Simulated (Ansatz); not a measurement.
**Four-centre ligand exchange**

Start structure (SnNH₇O, singlet), relaxed at PBE0-D4/def2-TZVP:

```csv
atom,x (Å),y (Å),z (Å)
Sn1,1.1496,0.3221,0.2368
O2,-0.0921,-0.7476,1.3712
H3,0.6523,1.9442,0.0669
H4,1.5939,-0.4888,-1.1958
H5,2.5393,0.3194,1.2777
H6,-1.6250,-0.5509,-0.1541
N7,-1.2958,-0.0099,-0.9471
H8,0.3404,-1.0043,2.1882
H9,-1.8977,0.7952,-1.0632
H10,-1.3649,-0.5794,-1.7807
```

The step: SnH₄O ([OH][SnH3]) + NH₃ → SnNH₅ ([NH2][SnH3]) + H₂O; bonds formed: Sn1–N7, O2–H6; bonds broken: Sn1–O2, H6–N7. Program: Ansatz 0.2.0. Basis: def2-TZVPP and def2-QZVPP. Cores are frozen in the correlated methods. Filled d shells of the heavier atoms are correlated. Core potentials replace the inner electrons of the atoms past krypton. The def2 sets are not built for correlating such inner shells, so the correlated values are less sure here. Extrapolation: Hartree–Fock as exp(−7.88 √X), correlation as X^−2.97. Energies below are by CCSD(T) at an estimated basis limit (MP2 extrapolated from triple and quadruple zeta, plus CCSD(T) − MP2 in triple zeta).

Task: What are the electronic barrier and the energy of the step, from the start structure to the end structure? (An estimate is asked for; the value comes from the calculation.)

Result: The calculation gives: Barrier 22.52 kcal/mol; step energy 5.94 kcal/mol (uphill); reverse barrier, their difference, 16.59 kcal/mol. Barrier and step energy count from the start structure, the reverse barrier from the end structure.

The saddle point: One imaginary mode of 912i cm⁻¹.
```
  pair  start (Å)  saddle (Å)  end (Å)
Sn1–N7       2.74        2.19     2.06
 O2–H6       2.17        1.29     0.98
Sn1–O2       1.99        2.31     3.38
 H6–N7       1.01        1.21     1.90
```

Zero-point energy (harmonic, PBE0-D4): ZPE is 44.66 kcal/mol at the start and 42.40 kcal/mol at the saddle, so the barrier goes from 22.52 to 20.26 kcal/mol.

First-order rate constant out of the start structure at 298 K by transition-state theory, with harmonic vibrational free energies alone and no tunnelling: ΔA‡ = 21.36 kcal/mol, so k = (kB T/h) exp(−ΔA‡/kB T) ≈ 10^-3 s⁻¹ (an order of magnitude at best: rotation, the number of equivalent paths and anharmonicity are left out).

The T1 diagnostic stays at or below 0.013.

Labels in which every atom is bracketed show which atoms are joined, not bond orders.

For scale, one of the runs: CCSD(T)/def2-TZVPP, 210 basis functions, launched by `ansatz run in.yaml --threads 4 --pin off --events-out ev --progress --plain --max-ram 9574MiB`. Time: 70 s of wall clock on 4 CPU threads of an Arm Neoverse V2; the host was shared. Peak host memory: 3.3 GiB.
